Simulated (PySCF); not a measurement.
Input of an EPR job (settings, then geometry in Å):

```
{"job": {"kind": "epr", "basis": "pcH-1"}, "charge": 0, "multiplicity": 2}
C     -1.566988     1.303991    -0.249899
C     -1.138405    -0.124091     0.061763
C      0.337312    -0.372944    -0.255478
C      0.711095    -1.838954    -0.055233
C      1.203886     0.485295     0.663131
C      2.078253     1.361185     0.273148
F      2.450654     1.743323    -0.941469
H     -1.414077     1.526648    -1.303478
H     -2.620227     1.444447    -0.019182
H     -0.986534     2.013093     0.335810
H     -1.322286    -0.340361     1.116778
H     -1.739480    -0.819298    -0.529719
H      0.538471    -0.083861    -1.291301
H      1.768344    -1.996323    -0.256098
H      0.134423    -2.466514    -0.732283
H      0.502628    -2.149357     0.966481
H      1.055932     0.325752     1.719744
```

Computed with UKS B3LYP, pcH-1 on C F H, non-relativistic, mean-field spin-orbit, GIAO in PySCF. The structure is a single GFN2-xTB conformer in the gas phase; no vibrational or solvent corrections. A GFN2-xTB geometry isn't a minimum of the functional, and hyperfine couplings can be far from their values at a DFT geometry.

Output of the driver script. The program numbers atoms from 0.

```
UKS, coarse grid
  cycle   1  E = -334.34115668  |g| = 4.32e-01
  cycle   2  E = -334.24629578  |g| = 6.32e-01
  cycle   3  E = -334.42039267  |g| = 1.05e-01
  cycle   4  E = -334.42544186  |g| = 4.01e-02
  cycle   5  E = -334.42615807  |g| = 1.47e-02
  cycle   6  E = -334.42625410  |g| = 6.51e-03
  cycle   7  E = -334.42628112  |g| = 2.01e-03
  cycle   8  E = -334.42629059  |g| = 1.20e-03
  cycle   9  E = -334.42629363  |g| = 4.30e-04
UKS, final grid
  cycle   1  E = -334.42626485  |g| = 3.77e-04
  cycle   2  E = -334.42626493  |g| = 4.62e-04
  cycle   3  E = -334.42626503  |g| = 1.07e-04
  cycle   4  E = -334.42626506  |g| = 9.74e-05
  cycle   5  E = -334.42626508  |g| = 2.51e-05
  cycle   6  E = -334.42626508  |g| = 6.39e-06
E = -334.42626508 Eh   <S^2> = 0.7589 (exact 0.7500)
g shifts (ppm)      1          2          3
  rmc          -218       -218       -218
  gc             47          6       -100
  oz_so        -180       -108       2339
  total        -351       -320       2021
hyperfine (MHz)  atom isotope    a_iso     a_fc   dipolar eigenvalues
    0   13C      -0.09      -0.09     -0.36     -0.21      0.57
    1   13C      -3.28      -3.28     -0.52     -0.44      0.96
    2   13C      37.54      37.54     -7.60     -6.84     14.45
    3   13C      -4.85      -4.85     -0.45     -0.33      0.78
    4   13C      62.85      62.85    -24.98     -2.31     27.29
    5   13C     547.37     547.37    -78.50    -52.01    130.51
    6   19F     393.44     393.44   -282.96   -218.47    501.43
    7    1H      -0.11      -0.11     -1.20     -0.94      2.14
    8    1H      -0.04      -0.04     -0.65     -0.55      1.20
    9    1H       0.12       0.12     -1.91     -1.65      3.56
   10    1H       0.58       0.58     -1.29     -0.87      2.17
   11    1H       6.73       6.73     -1.01     -0.62      1.63
   12    1H      -5.25      -5.25     -5.28     -0.31      5.60
   13    1H       1.17       1.17     -1.62     -1.21      2.83
   14    1H       5.64       5.64     -0.96     -0.67      1.63
   15    1H       0.37       0.37     -1.22     -0.88      2.10
   16    1H      42.28      42.28     -8.13     -6.42     14.55
```

|g| in the SCF lines is the orbital gradient. In the g block, columns 1 to 3 are the principal axes in rising order; rmc is the relativistic mass correction, gc the gauge correction and oz_so the orbital-Zeeman/spin–orbit term. a_fc is the Fermi-contact part of a_iso, here all of it, since this run has no spin–orbit term in the hyperfine coupling.

Problem. What does the output say about convergence, stability and spin contamination?

Solution. The SCF converged after 15 cycles in all, 9 of them on the coarse grid; no stability test was run. The unrestricted determinant has ⟨S²⟩ = 0.7589 (exact 0.7500), so spin contamination is small.

Problem. What are the principal g values and g_iso?

Solution. Adding the total shifts to 2.002319 gives 2.00197, 2.00200, 2.00434; their mean shift is 450 ppm, so g_iso = 2.00277.

Problem. Which couplings shape the isotropic spectrum at natural abundance (0.05 mT or more)? Keep the log's numbering.

Solution. atom 6 (19F, I = 1/2): 393.4 MHz = 14.04 mT in magnitude, a 1:1 doublet; atom 16 (1H, I = 1/2): 42.3 MHz = 1.51 mT in magnitude, a 1:1 doublet; atom 11 (1H, I = 1/2): 6.7 MHz = 0.24 mT in magnitude, a 1:1 doublet; atom 12 (1H, I = 1/2): -5.2 MHz = 0.19 mT in magnitude, a 1:1 doublet; atoms 13, 14, 15 (1H, I = 1/2): mean 2.4 MHz = 0.09 mT in magnitude, a 1:3:3:1 quartet. Together 64 lines to first order. Nuclei that the bonding pattern makes equivalent are averaged, as if the motion that swaps them (rotation, inversion, ring flip) were fast. The three 1H nuclei of mean +2.4 MHz run from 0.4 to 5.6 MHz in the frozen geometry.

Problem. What are the principal values of the full tensor of atom 6 (19F)?

Solution. a_iso plus each dipolar eigenvalue: 110.48, 174.98, 894.87 MHz.

The species is `CC[C@H](C)/C=[C]\F` [radical]. The run used 275 basis functions and 6 iterations of the response equations. 

The run took 75 s (with the writing of density and orbital grids) on an Arm Neoverse V2 with one thread, on a shared host, and the process peaked at 1.1 GiB of memory.

Conformer computed: `[CH3:1][CH2:2][C@H:3]([CH3:4])/[CH:5]=[C:6]\[F:7]`: C1–C2–C3–C4 -175°, C2–C3–C5–C6 -122°.
Labels such as C1 count atoms from 1, the log's own numbers from 0.
